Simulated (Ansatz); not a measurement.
Basis-set extrapolation for C2H6OSSi, SMILES `COC([SiH3])=S` (PBE0-D4/def2-TZVP geometry, frozen core, the Gaussian-basis code of Ansatz). Multiplicity 1, RHF reference.

|  | def2-TZVPP | def2-QZVPP |
| --- | --- | --- |
| HF | -840.596048 | -840.623510 |
| MP2 correlation | -0.866801 | -0.931233 |
| CCSD(T) correlation | -0.956571 | not run |

Energies in hartree. Use E(X) = E(∞) + A·exp(−7.88·√X) for Hartree–Fock and E(X) = E(∞) + B·X^(−2.97) for correlation, with X = 3 and 4, and add CCSD(T) minus MP2 of the smaller set to the MP2 limit.

Question: What is the CCSD(T) energy at the basis-set limit?

Answer: HF limit: -840.623510 + (-0.027462) × 0.13774 = -840.62729. MP2 limit: -0.931233 + (-0.064432) × 0.74074 = -0.97896. Higher-order term: -0.956571 − (-0.866801) = -0.08977. Total: -841.69602 hartree, 90.0 kcal/mol below CCSD(T)/def2-TZVPP.
